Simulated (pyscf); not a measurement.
A first-order saddle from PySCF, ωB97X-D3(BJ)/def2-SVP:

```xyz
8

O     -0.4241     0.8439     1.6306
Nb    -0.2709    -0.2531     0.2236
O      0.8594     0.9874    -0.4016
O     -1.8516    -0.4809    -0.7911
O      0.5126    -1.9334     0.6014
H      0.4054     1.3645     0.7652
H     -2.5654     0.0165    -1.1987
H      1.2600    -2.3337     1.0532
```
Charge 0, spin multiplicity 1.

Surface: singlet, charge 0. Lowest wavenumbers (cm⁻¹): 2003i, 163, 178, 196, 201.

Task: Name the species on either side of this saddle.

Result: `[O]=[Nb]([OH])([OH])[OH]` ⇌ `[O]=[Nb]([OH])([OH])[OH]`, a hydrogen shift read from left to right: H–O broken and H–O formed. At ωB97M-D3(BJ)/def2-TZVP it lies +207.7 kJ/mol from the left side and +207.7 kJ/mol from the right (each side as separated species at their lowest minima found). At the saddle there is also a short H–Nb contact that neither side keeps, so another atom assists the step. This is the saddle that the search found; another between the same sides may lie lower. Elements past Kr carry the def2 core potentials, without spin-orbit coupling.
